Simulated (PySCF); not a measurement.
Isomers of C5H9ClO, mass 120.034 u with the commonest isotopes. Theory: PBE0-D3(BJ)/def2-SVP geometry optimisation, gas phase (PySCF 2.14.0). One conformer each, none proved a minimum here; rigid rotors.

Question: Order these by radius of gyration √(Σ m r²/M), smallest first.
A. `[Cl:1][CH2:2][CH2:3][O:4][CH:5]1[CH2:6][CH2:7]1` with Cl1–C2–C3–O4 177°, C2–C3–O4–C5 77°, C3–O4–C5–C6 -166°
B. `[CH3:1][CH2:2][C:3](=[O:4])[CH2:5][CH2:6][Cl:7]` with C1–C2–C3–O4 0°, C2–C3–C5–C6 180°, C3–C5–C6–Cl7 180° (1-chloro-3-pentanone)
C. `[Cl:1][CH:2]1[CH2:3][CH2:4][O:5][CH2:6][CH2:7]1` with Cl1–C2–C3–C4 72°, C2–C3–C4–O5 55°, C3–C4–O5–C6 -61°, C4–O5–C6–C7 61° (4-chlorotetrahydropyran)

Answer: C (1.776 Å), A (2.307 Å), B (2.446 Å).

Question: Order these by rotational constant A, smallest first.
A. `[Cl:1][CH:2]1[CH2:3][CH2:4][O:5][CH2:6][CH2:7]1` with Cl1–C2–C3–C4 72°, C2–C3–C4–O5 55°, C3–C4–O5–C6 -61°, C4–O5–C6–C7 61°
B. `[CH3:1][CH2:2][C:3](=[O:4])[CH2:5][CH2:6][Cl:7]` with C1–C2–C3–O4 0°, C2–C3–C5–C6 180°, C3–C5–C6–Cl7 180° (1-chloro-3-pentanone)
C. `[Cl:1][CH2:2][CH2:3][O:4][CH:5]1[CH2:6][CH2:7]1` with Cl1–C2–C3–O4 177°, C2–C3–O4–C5 77°, C3–O4–C5–C6 -166°

Answer: A (3475 MHz), C (6742 MHz), B (8079 MHz).

Question: Order these by rotational constant C, smallest first.
A. `[Cl:1][CH2:2][CH2:3][O:4][CH:5]1[CH2:6][CH2:7]1` with Cl1–C2–C3–O4 177°, C2–C3–O4–C5 77°, C3–O4–C5–C6 -166°
B. `[CH3:1][CH2:2][C:3](=[O:4])[CH2:5][CH2:6][Cl:7]` with C1–C2–C3–O4 0°, C2–C3–C5–C6 180°, C3–C5–C6–Cl7 180°
C. `[Cl:1][CH:2]1[CH2:3][CH2:4][O:5][CH2:6][CH2:7]1` with Cl1–C2–C3–C4 72°, C2–C3–C4–O5 55°, C3–C4–O5–C6 -61°, C4–O5–C6–C7 61° (4-chlorotetrahydropyran)

Answer: B (710.1 MHz), A (810.4 MHz), C (1545 MHz).

```json
{"SMILES": "ClC1CCOCC1", "point group": "Cs", "Ia (u·Å²)": "145.45", "Ib (u·Å²)": "284.28", "Ic (u·Å²)": "327.21", "κ": "-0.76", "μa (D)": "0.09", "μb (D)": "0.00", "μc (D)": "1.42"}
{"SMILES": "CCC(=O)CCCl", "point group": "Cs", "Ia (u·Å²)": "62.56", "Ib (u·Å²)": "661.61", "Ic (u·Å²)": "711.67", "κ": "-0.99", "μa (D)": "1.63", "μb (D)": "1.93", "μc (D)": "0.00"}
{"SMILES": "ClCCOC1CC1", "point group": "C1", "Ia (u·Å²)": "74.96", "Ib (u·Å²)": "579.15", "Ic (u·Å²)": "623.61", "κ": "-0.98", "μa (D)": "1.46", "μb (D)": "0.71", "μc (D)": "0.42"}
```
